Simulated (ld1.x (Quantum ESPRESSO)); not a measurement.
# molybdenum: excitation energies, all-electron against TM

Mo (Z = 42), norm-conserving Troullier–Martins (Kleinman–Bylander form), made with ld1.x (Quantum ESPRESSO) 7.5 (PBE, fully relativistic). Core [Ar] 3d10 4s2, reference 4p6 4d5.5 5s0.5 5p0. Waves: 4p (bound): rc 1.10 bohr; 4d (bound): rc 1.50 bohr; 5s (bound): rc 2.35 bohr. Local part: the s channel. Core correction: none.

Open shells are filled in proportion to 2j + 1 (rel_dist='average').

Energies are relative to the spin-unpolarised reference configuration 4p6 4d5.5 5s0.5 5p0; without spin polarisation the order of configurations can differ from experiment. The frozen-core shift is the all-electron ΔE with the core orbitals held at their reference shape minus the fully relaxed ΔE.

```tsv
valence configuration	charge	ΔE all-electron (eV)	error AE − PS (meV)	frozen-core shift (meV)
4p6 4d5 5s1 5p0	0	-0.280	-9.8	+0.6
4p6 4d5 5s0 5p0	+1	6.611	-5.8	+0.1
4p6 4d4 5s0 5p0	+2	22.072	-91	+9.4
4p6 4d3 5s0 5p0	+3	48.813	-323	+55
4p6 4d4 5s1 5p0	+1	7.784	-77	+7.8
```

What are ΔE and the potential's error for 4p6 4d4 5s1 5p1?

ΔE = 3.456 eV all-electron; the error (AE − PS) is -645 meV.

What are ΔE and the potential's error for 4p5 4d5 5s1 5p0?

ΔE = 43.733 eV all-electron; the error (AE − PS) is -276 meV.

These tests converged, but a pseudo level misses the all-electron one widely, so the file describes the atom poorly there or has found another state: 4p6 4d3 5s0 5p0: empty 5p by 2.4 eV.
